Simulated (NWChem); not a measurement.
Program: NWChem. System: NSi, charge 0, spin multiplicity 4, at the geometry of a parent with another charge or spin, in a state set for the comparison that need not be this species' ground state. Its SCF solution wasn't tested for a lower state. Level: UHF/def2-TZVP.

Part of the output:

```
             Northwest Computational Chemistry Package (NWChem) 7.3.0
             --------------------------------------------------------

                                NWChem Input Module
                                -------------------

 Scaling coordinates for geometry "geometry" by  1.889725989
 (inverse scale =  0.529177249)

 Turning off AUTOSYM since
 SYMMETRY directive was detected!

                             Geometry "geometry" -> ""
                             -------------------------

 Output coordinates in angstroms (scale by  1.889725989 to convert to a.u.)

  No.       Tag          Charge          X              Y              Z
 ---- ---------------- ---------- -------------- -------------- --------------
    1 Si                  14.0000     0.00000000     0.00000000     0.52496500
    2 N                    7.0000     0.00000000     0.00000000    -1.04993000

 Effective nuclear repulsion energy (a.u.)      32.9287796342

            Nuclear Dipole moment (a.u.)
            ----------------------------
        X                 Y               Z
 ---------------- ---------------- ----------------
     0.0000000000     0.0000000000     0.0000000000

      Symmetry information
      --------------------

 Group name             C2v
 Group number             16
 Group order               4
 No. of unique centers     2

      Symmetry unique atoms

     1    2


 Summary of "ao basis" -> "" (spherical)
 ------------------------------------------------------------------------------
       Tag                 Description            Shells   Functions and Types
 ---------------- ------------------------------  ------  ---------------------
 *                         def2-tzvp                  on all atoms

 Summary of "ao basis" -> "ao basis" (spherical)
 ------------------------------------------------------------------------------
       Tag                 Description            Shells   Functions and Types
 ---------------- ------------------------------  ------  ---------------------
 Si                        def2-tzvp                13       37   5s5p2d1f
 N                         def2-tzvp                11       31   5s3p2d1f

                                 NWChem SCF Module
                                 -----------------

  ao basis        = "ao basis"
  functions       =    68
  atoms           =     2
  alpha electrons =    12
  beta  electrons =     9
  charge          =   0.00
[...]
  ----- ------------  ---------------      ----- ------------  ---------------
     4      0.641349  1 Si s                  5      0.469946  1 Si s
     3     -0.369343  1 Si s                 42     -0.232075  2 N  s
    41     -0.215777  2 N  s

 Vector   10  Occ=0.000000D+00  E=-4.175300D-03  Symmetry=a1
              MO Center= -4.1D-14, -9.7D-15, -5.2D-01, r^2= 2.9D+00
   Bfn.  Coefficient  Atom+Function         Bfn.  Coefficient  Atom+Function
  ----- ------------  ---------------      ----- ------------  ---------------
     5      0.737635  1 Si s                 51     -0.553420  2 N  pz
    45     -0.275703  2 N  pz                48     -0.261783  2 N  pz
    14      0.162580  1 Si pz

 Vector   11  Occ=0.000000D+00  E= 2.050010D-03  Symmetry=b2
              MO Center=  2.2D-15,  3.4D-14, -2.1D-01, r^2= 2.8D+00
   Bfn.  Coefficient  Atom+Function         Bfn.  Coefficient  Atom+Function
  ----- ------------  ---------------      ----- ------------  ---------------
    19      0.472424  1 Si py                50      0.222372  2 N  py
    44      0.195900  2 N  py                16      0.192032  1 Si py
    47      0.169310  2 N  py

 Vector   12  Occ=0.000000D+00  E= 6.737241D-02  Symmetry=b1
              MO Center= -5.7D-14,  2.9D-15,  5.8D-01, r^2= 3.9D+00
   Bfn.  Coefficient  Atom+Function         Bfn.  Coefficient  Atom+Function
  ----- ------------  ---------------      ----- ------------  ---------------
    18      0.846007  1 Si px                49     -0.407611  2 N  px
    15      0.241072  1 Si px                43     -0.192654  2 N  px
    46     -0.150718  2 N  px

 center of mass
 --------------
 x =   0.00000000 y =   0.00000000 z =  -0.00069027

 moments of inertia (a.u.)
 ------------------
          82.657404064328           0.000000000000           0.000000000000
           0.000000000000          82.657404064328           0.000000000000
           0.000000000000           0.000000000000           0.000000000000

  Mulliken analysis of the total density
  --------------------------------------

    Atom       Charge   Shell Charges
 -----------   ------   -------------------------------------------------------
    1 Si  14    13.83   2.00  0.59  1.38  1.07  0.78  4.10  1.74  0.42  0.96  0.52  0.11  0.11  0.03
    2 N    7     7.17   0.82  1.15  0.60  0.93  0.21  1.34  1.52  0.58  0.00  0.02  0.00

  Mulliken analysis of the alpha density
  --------------------------------------

    Atom       Charge   Shell Charges
 -----------   ------   -------------------------------------------------------
    1 Si  14     7.48   1.00  0.30  0.69  0.52  0.43  2.07  0.86  0.28  0.75  0.43  0.07  0.06  0.02
    2 N    7     4.52   0.41  0.58  0.33  0.50  0.09  1.07  1.18  0.35  0.00  0.01  0.00

   Mulliken analysis of the beta density
   -------------------------------------

    Atom       Charge   Shell Charges
 -----------   ------   -------------------------------------------------------
    1 Si  14     6.34   1.00  0.30  0.69  0.56  0.35  2.04  0.88  0.14  0.20  0.09  0.04  0.05  0.01
    2 N    7     2.66   0.41  0.58  0.27  0.43  0.12  0.27  0.34  0.23  0.00  0.01  0.00

   Mulliken analysis of the spin density
   -------------------------------------

    Atom       Charge   Shell Charges
 -----------   ------   -------------------------------------------------------
    1 Si  14     1.14  -0.00 -0.00  0.00 -0.04  0.08  0.03 -0.02  0.14  0.55  0.35  0.03  0.01  0.01
    2 N    7     1.86   0.00 -0.00  0.06  0.07 -0.04  0.81  0.84  0.13  0.00  0.00  0.00

       Multipole analysis of the density wrt the origin
       ------------------------------------------------

     L   x y z        total         alpha         beta         nuclear
     -   - - -        -----         -----         ----         -------
     0   0 0 0     -0.000000    -12.000000     -9.000000     21.000000

     1   1 0 0      0.000000      0.000000      0.000000      0.000000
     1   0 1 0      0.000000      0.000000      0.000000      0.000000
     1   0 0 1      0.020520      1.112423     -1.091903      0.000000

     2   2 0 0    -13.293792     -7.576050     -5.717742      0.000000
     2   1 1 0      0.000000      0.000000      0.000000      0.000000
     2   1 0 1      0.000000      0.000000     -0.000000      0.000000
     2   0 2 0    -15.281584    -11.658541     -3.623043      0.000000
     2   0 1 1      0.000000      0.000000      0.000000      0.000000
     2   0 0 2    -14.216294    -35.154057    -20.396258     41.334021

 Task  times  cpu:        1.5s     wall:        1.5s

 Total times  cpu:        1.6s     wall:        1.6s
```

Question: Write an NWChem input that would produce this output.

Answer: Several could match; the one computed here: 
```
start mol
memory heap 200 mb stack 900 mb global 1100 mb
geometry units angstroms nocenter noautoz
  Si     0.000000     0.000000     0.524965
  N      0.000000     0.000000    -1.049930
  symmetry group C2v
end
basis spherical
  * library def2-tzvp
end
scf
  uhf
  nopen 3
  maxiter 100
  thresh 1e-7
  semidirect memsize 60000000 filesize 0
  # guess.movecs holds the orbitals of an unrestricted PBE0 run
  vectors input guess.movecs output mol.movecs
end
task scf energy
```
